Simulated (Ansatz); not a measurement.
`B[SiH2]N` + `[CH2]1[NH][AlH]1` → `B[N]1[CH2][AlH]1` + `N[SiH3]` at 400 K and 1 bar (cleavage of the B–Si bond).

Isolated molecules relaxed with PBE0-D4/def2-TZVP in Ansatz; ΔE leaves out vibrations. CBS: MP2 limit from def2 TZ/QZ plus the TZ coupled-cluster correction, frozen cores. This one scheme is used for every species. One conformer a species, not always the lowest.

| species | CCSD(T)/CBS energy (Eh) | H − E (kJ/mol) | S (J/(mol·K)) |
| --- | --- | --- | --- |
| `B[SiH2]N` | -372.16627 | 192.0 | 334.3 |
| `[CH2]1[NH][AlH]1` | -337.12157 | 146.5 | 291.6 |
| `B[N]1[CH2][AlH]1` | -362.54602 | 182.9 | 331.2 |
| `N[SiH3]` | -346.80422 | 153.0 | 285.3 |

H − E and S are ideal-gas, rigid-rotor, harmonic terms from PBE0-D4/def2-TZVP, for one conformer and one mirror image of each species. 1 Eh = 2625.50 kJ/mol, R = 8.31446 J/(mol·K).

Task: By hand: ΔE, ΔH, ΔS and ΔG.

Result: ΔE = (-362.54602) + (-346.80422) − (-372.16627) − (-337.12157) = -0.06240 Eh = -163.8 kJ/mol. Δ(H − E) = 182.9 + 153.0 − 192.0 − 146.5 = -2.6, so ΔH = -166.4 kJ/mol. ΔS = 331.2 + 285.3 − 334.3 − 291.6 = -9.4 J/(mol·K). ΔG = -166.4 − 400 × (-9.4)/1000 = -162.6 kJ/mol.

Task: By hand: the equilibrium constant, and the temperature at which ΔG would vanish if ΔH and ΔS stayed fixed.

Result: log₁₀ K = −ΔG/(RT ln 10) = 21.2. ΔG = 0 at ΔH/ΔS = 17702 K, far beyond where these terms or the molecules hold.

The number of gas molecules stays the same, so ΔS is small and ΔH decides. A doubt of 5 kJ/mol in ΔE shifts log₁₀ K by 0.7 here. Other conformers and mirror images would add mixing entropy, several J/(mol·K) or more a flexible species. These are equilibria of isolated gas molecules and say nothing of rates. Largest T1 diagnostic: 0.015 (customary marks: 0.02 for closed shells, 0.045 for open ones).
